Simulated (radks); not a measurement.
Species: the neodymium ion Nd32+. Configuration: [Ar] 3d10 (the NIST ground configuration). Calculated with a radial shooting solver on a logarithmic mesh with Libxc functionals: non-relativistic Kohn-Sham, LB94 model potential, spin-polarised, spherical densities, point nucleus; relativity is left out, which matters for an element this heavy.

Normalised radial functions P(r) = r R(r), r in bohr:

r	3d
0.003154	0.0002
0.004009	0.0005
0.005138	0.0010
0.006531	0.0020
0.008303	0.0041
0.01056	0.0080
0.01353	0.0158
0.0172	0.0303
0.02186	0.0569
0.02779	0.1045
0.03533	0.1863
0.04527	0.3261
0.05755	0.5359
0.07316	0.8341
0.093	1.2137
0.1192	1.6397
0.1515	1.9811
0.1926	2.1225
0.2448	1.9693
0.3113	1.5336
0.3989	0.9411
0.5071	0.4414
0.6446	0.1444
0.8195	0.0298
1.05	0.0031
1.335	0.0002
1.697	0.0000

3d: eigenvalue -2131.5 eV, 0 radial nodes, <r> = 0.235 bohr, 90 % of the charge inside 0.365 bohr.
